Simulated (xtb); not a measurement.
C4H10Be, charge +1, doublet, at a GFN2-xTB geometry (such geometries of metal compounds can be far from the true shape) (a state made from the parent by changing its charge; the spin is typed, not shown lowest). Base run: GFN2-xTB (xtb 6.7.1).

xtb was given this input:
```
$ xtb mol.xyz --gfn 2 --chrg 1 --uhf 1 --json

# file mol.xyz
15

Be    -0.09093539     0.02255403     0.20871007
C      1.30784528    -0.78380803     0.87688647
C      1.45013436    -2.26698353     0.61807343
H      1.26129073    -0.60606697     1.95867235
H      2.19054026    -0.26108537     0.48938530
H      1.56743605    -2.50075853    -0.43749919
H      0.63100721    -2.84874716     1.03422674
H      2.36417851    -2.61070519     1.11777798
C     -1.46910884     0.82380504    -0.50676292
C     -1.26248761     2.22044290    -1.04875026
H     -2.23576608     0.84775887     0.27789165
H     -1.83280731     0.17235952    -1.31043495
H     -0.55884147     2.25060429    -1.87737346
H     -0.95842269     2.92995360    -0.28276013
H     -2.22317276     2.57573258    -1.44140689
```

Variants of this job, named by their change:

| change | ΔE vs base (kcal/mol) | SCF cycles |
|---|---|---|
| base | 0.000 | 30 |
| etemp = 1000 | -0.182 | 30 |
| alpb = ch2cl2 | -54.44 | 26 |
| acc = 1000 | 0.231 | 20 |
| acc = 30 | 0.000 | 28 |

ALPB and GBSA are two models with their own fitted parameters for each solvent, which aren't always the measured dielectric constant.
